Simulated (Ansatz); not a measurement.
The cluster Ga₂Te₃⁺, relaxed as a doublet with UKS r2SCAN-D4/def2-SVP in Ansatz, starting from the GFN1-xTB geometry. Force threshold 0.02 eV/Å.

In the def2 sets Te takes a core potential; there is no spin–orbit coupling. The structure comes from a short search, and lower isomers may exist.

Start:

```xyz
5

Ga    1.2421    0.9569    2.5073
Ga   -0.7707   -1.5638   -1.2568
Te    0.1686   -1.3233    1.2495
Te    0.1883    1.2028    0.0053
Te   -0.8283    0.7274   -2.5053
```

Question: Estimate the energy that the relaxation releases and the steps that it takes.

Answer: 117.8 kJ/mol, in 21 steps; 1.8 min on 4 threads of Arm Neoverse V2 on a shared host. No frequencies were taken in this run, so the end may be a saddle point.

Question: Does the start keep its bonding?

Answer: Bonds lost: Ga1–Te4 (atoms count from 1). Bonds formed: Ga1–Te5 (atoms count from 1). The end is the same structure that another start reached.

Question: Predict the relaxed structure.

Answer: 
```
atom   x (Å)   y (Å)   z (Å)
 Ga1   1.846   0.632   0.905
 Ga2  -0.661  -1.704  -1.134
 Te3  -0.442  -0.989   1.673
 Te4  -1.324   1.203   0.258
 Te5   0.581   0.859  -1.702
```
Bond lengths (bridged metal pairs left out): 4 × Ga–Te 2.90 to 2.91 Å; 2 × Te–Te 2.75 Å.
